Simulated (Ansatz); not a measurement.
Mulliken charges of Br$_{2}$GaHS (`[SH][Ga]([Br])[Br]`) from r2SCAN/def2-TZVPP in Ansatz (PBE0-D4/def2-TZVP geometry).

```
atom   x (Å)   y (Å)   z (Å)  charge (e)
  S1   0.152   1.656   0.574      -0.201
 Ga2   0.255  -0.448   0.018       0.517
 Br3   1.991  -1.716   0.740      -0.216
 Br4  -1.350  -1.404  -1.276      -0.221
  H5  -0.999   1.838  -0.097       0.122
```

By hand: the dipole of these point charges (1 e Å = 4.8032 D).

Σ q r = (-0.152, 0.341, 0.004) e Å, of length 0.373 e Å = 1.79 D.

How does the dipole of the full density compare? (An estimate is asked.)

The calculation gave: (-0.141, 0.207, -0.028) e Å, 1.21 D; the point charges give 1.48 times that, at 12° from its direction.

Point charges leave out the atoms' own dipoles, such as those of lone pairs, and Mulliken's split depends on the basis, so the two needn't agree.
